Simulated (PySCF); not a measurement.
N,N-disilylmethanamine (CH9NSi2), SMILES CN([SiH3])[SiH3].

Geometry optimised at ωB97X-D3(BJ)/def2-SVP.

All values below come from ωB97X/def2-TZVP run with PySCF.

Symmetry labels are those of the subgroup Cs that the program uses (full group Cs).

Q: List the valence orbital energies around the gap with their symmetry. (Estimate from the structure and the level; the computed values follow.)

A: 
```json
[
 {"orbital": "HOMO−7", "symmetry": "A\"", "energy (eV)": "-14.98"},
 {"orbital": "HOMO−6", "symmetry": "A'", "energy (eV)": "-14.47"},
 {"orbital": "HOMO−5", "symmetry": "A'", "energy (eV)": "-12.47"},
 {"orbital": "HOMO−4", "symmetry": "A'", "energy (eV)": "-12.37"},
 {"orbital": "HOMO−3", "symmetry": "A\"", "energy (eV)": "-12.17"},
 {"orbital": "HOMO−2", "symmetry": "A\"", "energy (eV)": "-12.10"},
 {"orbital": "HOMO−1", "symmetry": "A\"", "energy (eV)": "-11.80"},
 {"orbital": "HOMO", "symmetry": "A'", "energy (eV)": "-9.41"},
 {"orbital": "LUMO", "symmetry": "A'", "energy (eV)": "2.06"},
 {"orbital": "LUMO+1", "symmetry": "A'", "energy (eV)": "2.93"},
 {"orbital": "LUMO+2", "symmetry": "A'", "energy (eV)": "3.26"},
 {"orbital": "LUMO+3", "symmetry": "A\"", "energy (eV)": "3.40"}
]
```
